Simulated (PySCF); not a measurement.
## Re²⁺ (rhenium, charge +2) across methods

[Xe] 4f14 5d5, high-spin 6S determinant. Computed with PySCF 2.14 in def2-QZVPPD with the def2 core potential (60 electrons) (7s6p4d4f2g, 91 functions), with scalar relativity through the core potential.

| method | E (hartree) | mean ε 5p α (eV) | mean ε 5p β (eV) | mean ε 5d α (eV) | Σ⟨r²⟩ (bohr²) | ⟨S²⟩ |
| --- | --- | --- | --- | --- | --- | --- |
| HSE06 | -77.2791 | -67.069 | -62.479 | -23.782 | 31.01 | 8.751 |
| BLYP | -77.2506 | -63.843 | -60.719 | -22.350 | 31.26 | 8.750 |
| PBE | -77.3031 | -63.977 | -60.697 | -22.675 | 31.20 | 8.750 |
| LDA | -77.0888 | -63.932 | -60.754 | -22.756 | 31.43 | 8.750 |
| r2SCAN | -77.3267 | -65.603 | -61.226 | -22.972 | 30.87 | 8.751 |
| BP86 | -77.3687 | -64.049 | -60.934 | -22.718 | 31.17 | 8.750 |
| r2SCAN0 | -77.2876 | -68.588 | -63.217 | -24.454 | 30.79 | 8.751 |
| PBE0 | -77.2815 | -67.491 | -62.890 | -24.207 | 30.99 | 8.751 |
| UHF | -76.74233 | -77.281 | -68.199 | -28.147 | 30.77 | 8.753 |

Energies and moments cover only the electrons outside the core potential. Spin-orbit coupling, which splits the p, d and f shells strongly at this Z, is absent.
